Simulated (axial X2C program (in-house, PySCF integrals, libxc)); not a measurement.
# Nuclear properties of AsSe

Calculated with an in-house all-electron X2C program for linear molecules (integrals from PySCF): two-component X2C with atomic mean-field Coulomb and Gaunt terms, Gaussian nuclei, basis Se dyall-cv3z, As dyall-cv3z with contracted cores.

R = 2.141 Å (near the PBE0 minimum at charge 0 of the determinant lowest at the starting distance; the state shown can have its own minimum elsewhere).

Input and command:
```json
{"zs": [34, 33], "q": 0, "bas": ["dyall-cv3z", "dyall-cv3z"], "r0": 2.21, "levels": ["PBE0", "HF", "r2SCAN", "BP86", "BHandHLYP"], "nst": 3}
```
```bash
python soeom.py task.json out
```

Keys: zs atomic numbers; q charge; bas basis sets; r0 starting distance in Å; levels methods; nst determinants followed.

Determinant lowest in the PBE0 search, Ω = 1/2 (⟨Sz⟩ = -0.50, ⟨Lz⟩ = 1.00 at PBE0), spin on the atoms Se -0.08, As -0.42:

```
    level  Eeff magnitude (GV/cm)  Ws magnitude Se (kHz)  Ws magnitude As (kHz)  A∥/gI Se (MHz)  qzz Se (a.u.)  A∥/gI As (MHz)  qzz As (a.u.)  μ (D)
     PBE0                    0.13                0.00123                 0.0971            1020           0.75            1440          -1.55   0.86
       HF                    1.16                  0.325                   0.61            1350           0.64             927          -1.39   0.80
   r2SCAN                   0.191                 0.0716                  0.216            1010           0.73            1430          -1.37   0.74
     BP86                  0.0757                 0.0111                 0.0429            1040           0.62            1440          -1.25   0.66
BHandHLYP                  0.0966                 0.0262                 0.0915             976           0.86            1390          -1.79   1.06
```

Determinant 0.21 eV from it at PBE0 and this distance, Ω = 3/2 (⟨Sz⟩ = 0.50, ⟨Lz⟩ = 1.00 at PBE0), spin on the atoms Se 0.09, As 0.41:

| level | Eeff magnitude (GV/cm) | Ws magnitude Se (kHz) | Ws magnitude As (kHz) | A∥/gI Se (MHz) | qzz Se (a.u.) | A∥/gI As (MHz) | qzz As (a.u.) | μ (D) |
| --- | --- | --- | --- | --- | --- | --- | --- | --- |
| PBE0 | 0.205 | 0.0195 | 0.0728 | 243 | 0.67 | 201 | -1.70 | 0.86 |
| HF | 0.891 | 0.0327 | 0.202 | 583 | 0.46 | -42.3 | -1.42 | 0.83 |
| r2SCAN | 0.23 | 0.0475 | 0.107 | 257 | 0.63 | 181 | -1.50 | 0.74 |
| BP86 | 0.133 | 0.0153 | 0.0495 | 220 | 0.54 | 209 | -1.39 | 0.66 |
| BHandHLYP | 0.209 | 0.022 | 0.0762 | 258 | 0.78 | 243 | -1.95 | 1.07 |

Eeff is the effective electric field on the electron electric dipole moment in this Ω state and Ws the scalar–pseudoscalar constant of the nucleus named (defined with the proton number Z and per Ω); A∥ (defined per Ω) follows by multiplying with gI = μI/(I μN); qzz is the electric field gradient, eQq0 = 234.96 MHz × Q/barn × qzz; μ is positive if the As end (last atom) is positive. The operators were transformed with the bare-nucleus X2C matrices; with these basis sets, hyperfine constants and field gradients can be off by tens of per cent, and where levels differ in sign neither size nor sign is settled.

**Question.** With gI(77Se) = 1.0701, gI(75As) = 0.9597, Q(75As) = 0.311 barn (g factors from the IAEA table of nuclear moments by Stone; Q from Pyykkö, Mol. Phys. 2018), turn the PBE0 values of the first state into constants in MHz.

**Answer.** A∥(77Se) = 1020 × 1.0701 = 1090 MHz; A∥(75As) = 1440 × 0.9597 = 1380 MHz; eQq0(75As) = 234.96 × (0.311) × (-1.55) = -113 MHz.

Each state is one determinant with collinear spin. Unrestricted Hartree–Fock can overshoot spin polarisation at the nuclei. Where Eeff spreads by more than a factor of two the levels disagree and none is to be relied on. The search compared states at one distance, so a state with another bond length can lie lower. The sign of Ws at Se differs between levels in the first state. The sign of Ws at Se differs between levels in the second state. Further determinants of the search, some of them spin-mixed, are not shown. PBE0 term energies can be off by some tenths of an eV.
